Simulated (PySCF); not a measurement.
PySCF input file for Sn(H)(NH2) (H3NSn), SMILES [NH2][SnH] (connectivity only; charge and spin as stated), neutral, multiplicity 1, C-PCM-ωB97X/def2-SVP. The structure is a stationary point at B3LYP-D3(BJ)/def2-TZVP. The def2 effective core potentials stand for the cores of Sn; spin–orbit coupling is left out.

```python
import numpy as np
from pyscf import gto, scf, dft
from pyscf.solvent import pcm

mol = gto.M(
    atom='''
    Sn    0.03626523   -0.32194250    0.00000000
    H    -1.75100110   -0.39493473    0.00000000
    N    -0.00604415    1.70621070    0.00000000
    H    -0.84371833    2.26841603    0.00000000
    H     0.82376679    2.28016866    0.00000000
    ''',
    basis='def2-SVP',
    ecp={'Sn': 'def2-svp'},
    charge=0,
    spin=0,
    max_memory=1600,
    verbose=3,
)
mf = dft.RKS(mol, xc='wb97x').density_fit(auxbasis='def2-universal-jkfit')
mf.grids.level = 3
mf.conv_tol = 1e-9
mf.max_cycle = 100
mf.kernel()
res = {}
for name, eps in {'water': 78.355, 'ethanol': 24.852, 'dimethylsulfoxide': 46.826}.items():
    s = mf.PCM()
    s.with_solvent.method, s.with_solvent.eps, s.with_solvent.lebedev_order = 'C-PCM', eps, 29
    s.kernel(mf.make_rdm1())
    res[name] = (s.e_tot, eps, s.dip_moment(), s.mo_energy, s.converged)
    print(f'{name}: electrostatic solvation free energy {(s.e_tot - mf.e_tot) * 627.509474:.3f} kcal/mol')
```

Output:

```
converged SCF energy = -270.823369275806

WARN: PCM is an experimental feature. It is still in testing.
Features and APIs may be changed in the future.

converged SCF energy = -270.827953611449
Dipole moment(X, Y, Z, Debye):  0.75152,  1.18395,  0.00000
water: electrostatic solvation free energy -2.877 kcal/mol

WARN: PCM is an experimental feature. It is still in testing.
Features and APIs may be changed in the future.

converged SCF energy = -270.827814205442
Dipole moment(X, Y, Z, Debye):  0.73899,  1.17521, -0.00000
ethanol: electrostatic solvation free energy -2.789 kcal/mol

WARN: PCM is an experimental feature. It is still in testing.
Features and APIs may be changed in the future.

converged SCF energy = -270.827909918779
Dipole moment(X, Y, Z, Debye):  0.74756,  1.18120,  0.00000
dimethylsulfoxide: electrostatic solvation free energy -2.849 kcal/mol
```

The run converged.

Cost: very roughly 30 core-seconds.
